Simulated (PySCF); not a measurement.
## Field gradients at the hydrogen positions

Species: C₄H₁₃ClP₂Si.
Z-matrix (Å and degrees, GFN2-xTB geometry), rows numbered from 1:
```
C 
C   1  1.5235
C   2  1.5267  1  111.67
C   3  1.5245  2  112.27  1   179.62
Si  4  1.9145  3  111.84  2   179.31
P   5  2.2655  4  107.88  3   -38.41
P   5  2.2779  4  107.70  3  -162.67
Cl  5  2.0477  4  108.43  3    75.60
H   1  1.0877  2  110.44  3   -59.87
H   1  1.0879  2  110.56  3    59.91
H   1  1.0874  2  110.64  3  -179.93
H   2  1.0927  1  109.51  3  -121.24
H   2  1.0928  1  109.44  3   120.93
H   3  1.0923  2  109.21  1    57.99
H   3  1.0952  2  109.28  1   -59.12
H   4  1.0916  3  109.40  2    58.02
H   4  1.0911  3  109.50  2   -58.71
H   6  1.3856  5   94.88  4  -162.41
H   6  1.3854  5   93.67  4   -69.90
H   7  1.3854  5   94.08  4  -166.98
H   7  1.3852  5   93.95  4   -74.42
```

Level: PBE0/pcSseg-1 (PySCF, non-relativistic); Q(2H) = 0.00286 b; rigid geometry, the same for H and D, with no vibrational averaging.

Question: Rank these positions by the coupling χzz of a deuteron there, largest first.
A. H21 (P–H hydrogen)
B. H15 (methylene hydrogen)
C. H16 (methylene hydrogen)
D. H12 (methylene hydrogen)
E. H11 (methyl hydrogen)

Answer: E (213 kHz), C (208 kHz), D (204 kHz), B (199 kHz), A (143 kHz).

What are Vzz, η and χzz (234.96 MHz × Q × Vzz) at all hydrogens?

| atom | bonded to | bond length (Å) | Vzz (au) | η | χzz (kHz) |
| --- | --- | --- | --- | --- | --- |
| H9 | C1 | 1.088 | 0.3146 | 0.02 | 211 |
| H10 | C1 | 1.088 | 0.3145 | 0.02 | 211 |
| H11 | C1 | 1.087 | 0.3167 | 0.02 | 213 |
| H12 | C2 | 1.093 | 0.3031 | 0.02 | 204 |
| H13 | C2 | 1.093 | 0.3027 | 0.02 | 203 |
| H14 | C3 | 1.092 | 0.3006 | 0.04 | 202 |
| H15 | C3 | 1.095 | 0.2964 | 0.05 | 199 |
| H16 | C4 | 1.092 | 0.3098 | 0.02 | 208 |
| H17 | C4 | 1.091 | 0.3112 | 0.02 | 209 |
| H18 | P6 | 1.386 | 0.2129 | 0.06 | 143 |
| H19 | P6 | 1.385 | 0.2121 | 0.07 | 143 |
| H20 | P7 | 1.385 | 0.2122 | 0.07 | 143 |
| H21 | P7 | 1.385 | 0.2125 | 0.07 | 143 |

Average by the element that carries the hydrogen.

on C: 207 kHz over 9 positions, mean bond length 1.091 Å; on P: 143 kHz over 4 positions, mean bond length 1.385 Å.

A static deuteron (I = 1) shows a doublet split by (3/2)χ, (3/4)χ(1 + η) and (3/4)χ(1 − η) with the field along z, y and x of the gradient. What are these for H20?

With |χ| = 142.6 kHz and η = 0.073: 214, 115 and 99 kHz, to first order and without motion.

One conformer (not necessarily the lowest) at the GFN2-xTB geometry, without solvent, vibrations or thermal averaging. GFN2-xTB bond lengths can be off by several hundredths of an ångström, more for odd bonds, and the gradients follow them. With a basis this small, the couplings can be 20 % off.
